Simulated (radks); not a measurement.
The numbers below are computed, except where a source is named.
All-electron atom: the thulium ion Tm55+ in [Ne] 3s2 3p2 (the NIST ground configuration). Level of theory: non-relativistic Kohn-Sham, PBE, spin-polarised, spherical densities, point nucleus; open shells are filled with parallel spins first (spin-orbit coupling, left out, can overturn this in heavy ions); relativity is left out, which matters for an element this heavy (a radial shooting solver on a logarithmic mesh with Libxc functionals). Some entries of the table are withheld. Estimate them.

orbital,occ.,eigenvalue (eV),<r> (bohr),<1/r> (bohr^-1)
1s up,1,-59222.49,0.02196,68.47
1s down,1,-59215.96,0.02196,68.48
2s up,1,-12843.83,0.09182,16.23
2s down,1,-12838.56,0.09178,16.23
2p up,3,-12499.46,0.07768,16.21
2p down,3,-12492.26,0.07767,16.21
3s up,1,(1),0.2163,6.835
3s down,1,(2),0.2166,6.824
3p up,2,-5159.607,0.2043,6.787
3p down,0,-5135.493,0.2045,6.783

Answer. 
(1) 3s up eigenvalue (eV): -5287.916
(2) 3s down eigenvalue (eV): -5264.103
